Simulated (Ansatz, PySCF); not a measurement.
Reaction (SMILES): [CH3][Ge]([Cl])([Cl])[Cl] [trichloro(methyl)germane] -> [CH3] (CH3) + [Cl][Ge]([Cl])[Cl] (the C-Ge bond at the site shown breaks; other sites are not compared here)
Structures are relaxed separately at B3LYP-D3(BJ)/def2-TZVP in Ansatz (a program for electronic structure). Frequencies are from Ansatz or PySCF.
Geometry of the first species:
```xyz
8

C     -2.1656     0.0654     0.1290
Ge    -0.2312     0.0070     0.0138
Cl     0.5951     1.9785    -0.2494
Cl     0.6325    -0.8291     1.8009
Cl     0.4158    -1.1989    -1.6493
H     -2.4475     0.6828     0.9797
H     -2.5587     0.4930    -0.7913
H     -2.5395    -0.9481     0.2611
```

Property: bond dissociation energy (0 K, with B3LYP-D3(BJ) harmonic zero-point energies), in kcal/mol. Correlated levels leave the core frozen unless marked. Open shells are spin-unrestricted. No spin-orbit coupling. The frozen core is the preceding noble-gas configuration, with the filled d and f shells of earlier blocks. Non-relativistic. CBS marks a two-point X^-3 extrapolation of the correlation energy; Hartree-Fock from the larger set.

| level | program | bond dissociation energy (kcal/mol) |
|---|---|---|
| r2SCAN-D4/def2-TZVPD | Ansatz + dftd4 | 72.6 |
| PBE0/def2-SVP | Ansatz | (withheld) |
| r2SCANh-D4/def2-TZVPD | Ansatz + dftd4 | 73.1 |
| r2SCANh/def2-TZVPD | Ansatz | 72.5 |
| wB97X-V/def2-TZVPD | Ansatz | 81.8 |
| B2GP-PLYP/def2-TZVPD | Ansatz | (withheld) |
| CCSD(T)/CBS(def2-TZVPP,def2-QZVPP) | Ansatz | (withheld) |

Complete the blanks.


- PBE0/def2-SVP, bond dissociation energy (kcal/mol): 77.1
- B2GP-PLYP/def2-TZVPD, bond dissociation energy (kcal/mol): 76.7
- CCSD(T)/CBS(def2-TZVPP,def2-QZVPP), bond dissociation energy (kcal/mol): 81.0
